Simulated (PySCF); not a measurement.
**Bond length Re within group 1**

PBE0 in PySCF with x2c-TZVPall on every atom, spin-free X2C, for the lowest determinant that a PBE0 search found; no spin–orbit coupling. The table gives the bond length Re in Å; every molecule is a singlet.

```tsv
	Li	Na	K	Rb	Cs
Li	–	–	3.388	3.535	3.742
Na	–	–	3.540	3.681	3.900
K	3.388	3.540	3.995	4.139	4.368
Rb	3.535	3.681	4.139	?	4.519
Cs	3.742	3.900	4.368	4.519	4.753
```

**Question.** Estimate the missing entry, Rb2, from three neighbours as KRb + KRb − K2, and compare with the calculation.

**Answer.** 4.139 + 4.139 − 3.995 = 4.283 Å. PBE0/x2c-TZVPall gives 4.286 Å, so the estimate is off by -0.1 %.

Closed-shell solutions of metal pairs were not tested for spin polarisation, which can lower them a little. Spin–orbit coupling is left out.
